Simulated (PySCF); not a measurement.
MoO2Cl2 (singlet state).
SMILES: `[O]=[Mo](=[O])([Cl])[Cl]`

Level of theory: TDDFT CAM-B3LYP/def2-SVPD, vertical, gas phase, core orbitals frozen in the response, def2 core potentials past Kr in PySCF 2.14.0, density-fitted response routines. Geometry: PBE0-D3(BJ)/def2-SVP; no solvent, vibrations or thermal averaging. Spin–orbit coupling is left out.

| state | E (eV) | E (kJ/mol) | λ (nm) | f | symmetry | main configurations (H = HOMO, L = LUMO) |
| --- | --- | --- | --- | --- | --- | --- |
| S1 | 4.53 | 437 | 273.8 | 0.0035 | B1 or B2 | H-2→L (77%), H-4→L (18%) |
| S2 | 4.69 | 453 | 264.3 | 0.0000 | – | H-1→L (98%) |
| S3 | 4.71 | 454 | 263.4 | 0.0009 | – | H-2→L+1 (59%), H-4→L+1 (20%), H→L (15%) |
| S4 | 4.96 | 479 | 249.9 | 0.041 | B1 or B2 | H→L (62%), H-5→L (16%), H-4→L+1 (12%) |
| S5 | 5.11 | 493 | 242.7 | 0.0000 | – | H-4→L (80%), H-2→L (18%) |
| S6 | 5.21 | 503 | 238.0 | 0.0032 | A1 | H-3→L (73%), H-1→L+1 (19%) |
| S7 | 5.38 | 519 | 230.4 | 0.0000 | – | H-2→L+2 (69%), H-4→L+2 (17%), H-3→L+1 (10%) |
| S8 | 5.60 | 541 | 221.2 | 0.0028 | B1 or B2 | H→L+1 (91%) |
| S9 | 5.63 | 543 | 220.2 | 0.0000 | – | H-3→L+1 (76%) |
| S10 | 5.64 | 545 | 219.7 | 0.014 | B1 or B2 | H-5→L (66%), H-4→L+1 (13%), H→L (11%) |

Triplets (Tamm–Dancoff): T1 4.06 eV, H-2→L (75%), H-4→L (18%); T2 4.32 eV, H-2→L+1 (43%), H→L (33%), H-4→L+1 (18%); T3 4.45 eV, H→L (63%), H-2→L+1 (22%), H-4→L+1 (13%); T4 4.51 eV, H-1→L (95%).

The lowest singlet comes at 274 nm (437 kJ/mol) in the ultraviolet; it is very weak; its leading configuration is HOMO-2→LUMO (77%). The most intense listed level is S4 at 4.96 eV (250 nm, f = 0.041), 0.43 eV above S1. For S1 the Löwdin share of molybdenum is at most 3% in HOMO-2 and 59% in LUMO; for S4 the Löwdin share of molybdenum is at most 2% in HOMO and 59% in LUMO. The listed states span 1.12 eV, and the widest gap between neighbours is 0.25 eV (S3 to S4). Orbital energies (eV): HOMO-3 -11.96, HOMO-2 -11.54, HOMO-1 -11.48, HOMO -11.42, LUMO -3.00, LUMO+1 -2.27, LUMO+2 -1.87. Of the 10 states listed, 2 reach f = 0.01 and 4 stay under 0.0005. Symmetry labels in C2v follow from the direction of the transition dipole and are given only for states with f of 0.002 or more; B1 and B2 swap with the choice of axes. Only the lowest 10 singlets were computed, as vertical energies without vibronic structure.

On one thread of an Arm Neoverse V2 (shared host), this took 17 s wall.
